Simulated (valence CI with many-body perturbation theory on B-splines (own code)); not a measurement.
## Dy XVI: calculated level list

Method: valence CI with perturbative core correlation (CI+MBPT): five valence electrons over a frozen Dirac-Fock core [Kr] 4d10, a basis of 7 s, 7 p, 7 d, 7 f, 4 g, 2 h functions for each j, with the one-electron correlation potential Σ1 (screened to all orders), the two-electron term Σ2, the three-electron term Σ3, Breit, model QED; selected single and double excitations, second order for the rest, scaled by the run's own slope (own B-spline code, finite nucleus).

No measured spectrum was set against this ion. As an estimate, terms of the open shell hold to a few per cent of their energy, and close levels can change places; configurations with another count of f electrons can be misplaced by thousands of cm⁻¹. Among the levels kept, up to 1300 cm⁻¹ of a level comes from second order outside the variational space, and about a tenth of that is noise between levels of different J, which matters for small intervals.

Levels 1 to 45 of 206, with energies above the lowest level, 4f5 6H°_5/2. "Leading %" is the weight of the configuration and term that name the level; weights of strongly mixed levels are sums over their largest components and can fall short. In the jj column 3d3/2^4 stands for four electrons in 3d with j = 3/2.

| No. | Configuration | Term | J | E (eV) | Leading % | g | Leading jj |
| --- | --- | --- | --- | --- | --- | --- | --- |
| 1 | 4f5 | 6H° | 5/2 | 0.0000 | 92 | 0.309 | 4f5/2^4 4f7/2 (33 %) |
| 2 | 4f5 | 6H° | 7/2 | 0.3218 | 95 | 0.832 | 4f5/2^4 4f7/2 (46 %) |
| 3 | 4f5 | 6H° | 9/2 | 0.6764 | 96 | 1.070 | 4f5/2^3 4f7/2^2 (61 %) |
| 4 | 4f5 | 6H° | 11/2 | 1.045 | 96 | 1.197 | 4f5/2^2 4f7/2^3 (46 %) |
| 5 | 4f5 | 6H° | 13/2 | 1.414 | 94 | 1.272 | 4f5/2^2 4f7/2^3 (45 %) |
| 6 | 4f5 | 6F° | 1/2 | 1.472 | 94 | -0.633 | 4f5/2^3 4f7/2^2 (50 %) |
| 7 | 4f5 | 6F° | 3/2 | 1.518 | 91 | 1.045 | 4f5/2^4 4f7/2 (44 %) |
| 8 | 4f5 | 6F° | 5/2 | 1.633 | 88 | 1.287 | 4f5/2^3 4f7/2^2 (48 %) |
| 9 | 4f5 | 6H° | 15/2 | 1.776 | 91 | 1.319 | 4f5/2^2 4f7/2^3 (39 %) |
| 10 | 4f5 | 6F° | 7/2 | 1.894 | 90 | 1.379 | 4f5/2^3 4f7/2^2 (42 %) |
| 11 | 4f4.5s | 6I | 7/2 | 2.117 | 94 | 0.453 | 4f5/2^3 4f7/2 5s (39 %) |
| 12 | 4f5 | 6F° | 9/2 | 2.242 | 93 | 1.423 | 4f5/2^2 4f7/2^3 (41 %) |
| 13 | 4f4.5s | 6I | 9/2 | 2.468 | 95 | 0.831 | 4f5/2^3 4f7/2 5s (55 %) |
| 14 | 4f5 | 6F° | 11/2 | 2.633 | 95 | 1.445 | 4f5/2^2 4f7/2^3 (43 %) |
| 15 | 4f4.5s | 6I | 11/2 | 2.886 | 96 | 1.034 | 4f5/2^3 4f7/2 5s (48 %) |
| 16 | 4f4.5s | 6I | 13/2 | 3.342 | 96 | 1.155 | 4f5/2^2 4f7/2^2 5s (64 %) |
| 17 | 4f5 | 4G° | 5/2 | 3.590 | 46 | 0.788 | 4f5/2^5 (47 %) |
| 18 | 4f4.5s | 6I | 15/2 | 3.814 | 95 | 1.232 | 4f5/2^2 4f7/2^2 5s (44 %) |
| 19 | 4f5 | 4F° | 3/2 | 3.903 | 92 | 0.445 | 4f5/2^3 4f7/2^2 (52 %) |
| 20 | 4f5 | 4M° | 15/2 | 4.064 | 63 | 0.893 | 4f5/2^4 4f7/2 (67 %) |
| 21 | 4f5 | 4G° | 7/2 | 4.236 | 59 | 1.065 | 4f5/2^4 4f7/2 (37 %) |
| 22 | 4f5 | 4I° | 9/2 | 4.278 | 91 | 0.745 | 4f5/2^3 4f7/2^2 (48 %) |
| 23 | 4f4.5s | 6I | 17/2 | 4.291 | 92 | 1.284 | 4f5/2 4f7/2^3 5s (43 %) |
| 24 | 4f5 | 4I° | 11/2 | 4.379 | 59 | 0.904 | 4f5/2^3 4f7/2^2 (37 %) |
| 25 | 4f5 | 4I° | 13/2 | 4.435 | 34 | 0.979 | 4f5/2^4 4f7/2 (45 %) |
| 26 | 4f5 | 4M° | 17/2 | 4.625 | 79 | 0.989 | 4f5/2^3 4f7/2^2 (85 %) |
| 27 | 4f4.5s | 4I | 9/2 | 4.736 | 90 | 0.743 | 4f5/2^3 4f7/2 5s (45 %) |
| 28 | 4f5 | 4G° | 5/2 | 4.802 | 33 | 1.009 | 4f5/2^2 4f7/2^3 (39 %) |
| 29 | 4f5 | 4I° | 15/2 | 4.870 | 37 | 1.074 | 4f5/2^3 4f7/2^2 (60 %) |
| 30 | 4f5 | 4G° | 9/2 | 4.952 | 71 | 1.176 | 4f5/2^3 4f7/2^2 (55 %) |
| 31 | 4f5 | 4M° | 19/2 | 5.053 | 86 | 1.071 | 4f5/2^2 4f7/2^3 (57 %) |
| 32 | 4f5 | 4F° | 5/2 | 5.082 | 31 | 1.383 | 4f5/2^3 4f7/2^2 (55 %) |
| 33 | 4f4.5s | 6F | 1/2 | 5.129 | 93 | -0.623 | 4f5/2^3 4f7/2 5s (72 %) |
| 34 | 4f4.5s | 6F | 3/2 | 5.193 | 90 | 1.059 | 4f5/2^3 4f7/2 5s (43 %) |
| 35 | 4f5 | 4L° | 13/2 | 5.249 | 59 | 0.925 | 4f5/2^3 4f7/2^2 (50 %) |
| 36 | 4f4.5s | 6F | 5/2 | 5.344 | 88 | 1.312 | 4f5/2^2 4f7/2^2 5s (40 %) |
| 37 | 4f5 | 4M° | 21/2 | 5.370 | 89 | 1.130 | 4f5/2^2 4f7/2^3 (47 %) |
| 38 | 4f4.5s | 4I | 11/2 | 5.379 | 89 | 0.958 | 4f5/2^3 4f7/2 5s (50 %) |
| 39 | 4f5 | 4K° | 11/2 | 5.400 | 60 | 0.846 | 4f5/2^2 4f7/2^3 (52 %) |
| 40 | 4f5 | 4L° | 15/2 | 5.423 | 53 | 1.032 | 4f5/2^3 4f7/2^2 (70 %) |
| 41 | 4f5 | 6P° | 3/2 | 5.446 | 53 | 1.960 | 4f5/2^3 4f7/2^2 (68 %) |
| 42 | 4f5 | 4D° | 1/2 | 5.472 | 52 | 0.269 | 4f5/2^4 4f7/2 (60 %) |
| 43 | 4f5 | 4F° | 7/2 | 5.554 | 47 | 1.186 | 4f5/2^2 4f7/2^3 (35 %) |
| 44 | 4f4.5s | 6F | 7/2 | 5.606 | 90 | 1.373 | 4f5/2^3 4f7/2 5s (48 %) |
| 45 | 4f5 | 4G° | 11/2 | 5.615 | 63 | 1.212 | 4f5/2^2 4f7/2^3 (47 %) |

Names give the largest LS component (configuration and term), which can be under half, so a name can repeat, a term be missing and a line seem to break the LS rules; names also repeat where a configuration has a term twice.

Where two levels of one J and parity lie close, their mixing, g and order are uncertain.

The ionisation energy to 4f4 5I_4 of the next ion comes out as 321.01 eV (NIST: 332 ± 16 eV (theoretical)). All 206 levels together are meant to be complete up to 10.895 eV.
